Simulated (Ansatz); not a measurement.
Species: CH$_{5}$AlN, SMILES `[CH3][Al][NH2]` (charge 0, multiplicity 2), formula CH5AlN.

Task: How many basis functions does Ansatz (a first-principles code) with frozen-core CCSD(T)/cc-pVTZ // B3LYP-D3(BJ)/def2-TZVP use, how many core orbitals are frozen, and how many electrons are correlated?

Result: 164 basis functions and 7 frozen orbitals, which leaves 17 correlated electrons. Core time is of the order of seconds.
